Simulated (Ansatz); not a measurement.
Two members of one family (Series CuX(PH3)), computed with Ansatz in the gas phase. The two geometries come from different levels. Binding counts from free atoms in the multiplicity of their measured ground term, without zero-point energy. Names give formal oxidation states. A dash marks a value that wasn't run or was left out as unsound. The structures are stationary points that may keep the symmetry of their start.

First: Cu(PH3)H (singlet, charge 0, PBE0-D4/def2-TZVP geometry).

```xyz
6

Cu   -0.955   -0.426   -1.177
P     0.391    0.174    0.481
H     0.002   -0.062    1.817
H     0.756    1.529    0.628
H     1.688   -0.378    0.565
H    -1.882   -0.836   -2.315
```

| level | HOMO (eV) | LUMO (eV) | gap (eV) | vertical IE (eV) | vertical triplet (eV) | binding per atom (eV) |
| --- | --- | --- | --- | --- | --- | --- |
| PBE-D4/def2-TZVP | -5.15 | -1.50 | 3.65 | 8.57 | 4.26 | 2.41 |
| r2SCAN-D4/def2-TZVP | -5.22 | -1.28 | 3.94 | 8.45 | 4.07 | 2.43 |
| PBE0-D4/def2-SVP | -5.86 | -0.12 | 5.73 | – | – | 2.35 |
| PBE0-D4/def2-TZVP | -6.17 | -0.63 | 5.54 | 8.37 | 4.13 | 2.35 |
| LC-ωPBE/def2-TZVP | -8.84 | 1.59 | 10.43 | – | – | 2.36 |

Metal–donor distances: 1 × P 2.22 Å, 1 × H 1.52 Å.

Second: Cu(PH3)(OH) (singlet, charge 0, B3LYP-D4/def2-TZVP geometry).

| atom | x (Å) | y (Å) | z (Å) |
| --- | --- | --- | --- |
| Cu1 | 0.059 | 0.795 | 0.521 |
| P2 | -0.247 | -1.000 | -0.630 |
| H3 | -0.066 | -0.978 | -2.027 |
| H4 | -1.515 | -1.613 | -0.605 |
| H5 | 0.529 | -2.143 | -0.352 |
| O6 | 0.176 | 2.289 | 1.511 |
| H7 | 1.064 | 2.649 | 1.583 |

**Question.** Estimate the same table for the second.

**Answer.** 
```json
{"level": "PBE-D4/def2-TZVP", "HOMO (eV)": "-4.84", "LUMO (eV)": "-1.45", "gap (eV)": "3.39", "vertical IE (eV)": "8.44", "vertical triplet (eV)": "4.29", "binding per atom (eV)": "2.90"}
{"level": "r2SCAN-D4/def2-TZVP", "HOMO (eV)": "-5.03", "LUMO (eV)": "-1.23", "gap (eV)": "3.80", "vertical IE (eV)": "8.34", "vertical triplet (eV)": "4.24", "binding per atom (eV)": "2.87"}
{"level": "PBE0-D4/def2-SVP", "HOMO (eV)": "-5.54", "LUMO (eV)": "-0.07", "gap (eV)": "5.47", "vertical IE (eV)": "–", "vertical triplet (eV)": "–", "binding per atom (eV)": "2.77"}
{"level": "PBE0-D4/def2-TZVP", "HOMO (eV)": "-6.20", "LUMO (eV)": "-0.61", "gap (eV)": "5.59", "vertical IE (eV)": "8.37", "vertical triplet (eV)": "4.30", "binding per atom (eV)": "2.78"}
{"level": "LC-ωPBE/def2-TZVP", "HOMO (eV)": "-8.99", "LUMO (eV)": "1.61", "gap (eV)": "10.60", "vertical IE (eV)": "–", "vertical triplet (eV)": "–", "binding per atom (eV)": "2.81"}
```

Metal–donor distances: 1 × P 2.15 Å, 1 × O 1.80 Å.
